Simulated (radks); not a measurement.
Values are calculated unless marked as measured or tabulated.
Charge is removed step by step from the 3d down level of the gallium ion Ga3+, starting from [Ar] 3d(up 5, down 5). Code: a radial shooting solver on a logarithmic mesh with Libxc functionals. Model: scalar-relativistic Kohn-Sham, r2SCAN, spin-polarised, spherical densities, finite nucleus; meta-GGA in the generalised Kohn-Sham scheme; Fermi nuclear charge, rms radius 3.9973 fm.

removed (e)  E - E(0) (eV)  eigenvalue (eV)  E minus straight line (eV)
0                    0.000          -52.875                       0.000
0.125                6.775          -55.547                      -1.210
0.25                13.887          -58.258                      -2.084
0.375               21.340          -61.007                      -2.616
0.5                 29.138          -63.792                      -2.802
0.625               37.287          -66.614                      -2.639
0.75                45.791          -69.471                      -2.120
0.875               54.655          -72.363                      -1.242
1                   63.881          -75.290                       0.000

Removing the whole electron costs 63.881 eV by Delta-SCF, against 52.875 eV from minus the eigenvalue at the starting occupation. Slater's transition state (half an electron removed) gives 63.792 eV. Integrating minus the eigenvalue over the occupation (Janak's theorem) gives 63.889 eV. In this scalar-relativistic scheme the density is built from large components alone, so the theorem holds only approximately. The mean slope of the eigenvalue, de/dn, is 22.4 eV per electron. Ionisation energy of Ga3+ in the NIST Atomic Spectra Database: 63.24 eV (measured).
